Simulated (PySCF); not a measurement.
## Working out the ionisation energy of K⁺

K⁺ [Ar] (1S) → K²⁺ [Ne] 3s2 3p5 (2P). Calculation: PySCF 2.14, in x2c-SVPall (5s3p2d, 24 functions); scalar relativity by spin-free X2C-1e. Frozen: [Ne] 3s2. Energies in hartree (1 hartree = 27.21139 eV):

```json
{"part": "UHF", "K⁺ (lower)": "-601.214433", "K²⁺ (upper)": "-600.052508"}
{"part": "CCSD correlation", "K⁺ (lower)": "-0.044337", "K²⁺ (upper)": "-0.027483"}
{"part": "(T)", "K⁺ (lower)": "-0.000038", "K²⁺ (upper)": "-0.000012"}
```

Question: What does Hartree-Fock give?

Answer: (-600.052508) − (-601.214433) = 1.161925 hartree = 31.618 eV.

Question: What do CCSD and CCSD(T) give?

Answer: The CCSD correlation energies differ by 0.016854 hartree = 0.459 eV and the triples by 0.000026 hartree = 0.001 eV, so CCSD gives 32.077 eV and CCSD(T) 32.078 eV.

Reference: 31.625 eV (measured; NIST Atomic Spectra Database, ionization energies), between the lowest levels; spin-orbit coupling is absent from the calculation.

A double-zeta basis recovers only part of the correlation energy.

What remains against the reference includes basis incompleteness, the frozen core and higher excitations.
